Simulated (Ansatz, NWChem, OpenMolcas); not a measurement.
GeH3Cl (chlorogermane): the electronic atomisation energy, rung by rung

The species is GeH3Cl (5 atoms), meant as a singlet with charge 0. As SMILES, `[Cl][GeH3]`. The coordinates come from a PBE0-D4/def2-TZVP relaxation.

Each level gives the electronic atomisation energy (eV). The values are calculated. Electronic energies at fixed atoms, without zero-point motion or spin-orbit coupling.

| level | kind | program | value (eV) |
| --- | --- | --- | --- |
| BLYP/def2-TZVP | GGA | NWChem | 12.75 |
| B3LYP/def2-TZVP | global hybrid | Ansatz | ? |
| M06-2X/def2-TZVP | hybrid meta-GGA | OpenMolcas | ? |
| PBE0/def2-TZVP | global hybrid | OpenMolcas | 12.99 |
| r2SCAN0/def2-TZVP | hybrid meta-GGA | Ansatz | 13.16 |
| B2PLYP/def2-TZVP | double hybrid | NWChem | 12.95 |
| BCCD(T)/def2-TZVP | coupled cluster or CI | Ansatz | 12.86 |
| CCSD/def2-TZVP | coupled cluster or CI | NWChem | 12.73 |

(1) Estimate what the levels marked ? give.

Results:

(1) As computed at these levels: B3LYP/def2-TZVP: 12.98 eV; M06-2X/def2-TZVP: 13.05 eV. All-electron rows without a relativistic Hamiltonian named are non-relativistic. The values span 12.73 to 13.16 eV. In the correlated wave-function rows the outer d shell of Ge is correlated, in sets not made for it.
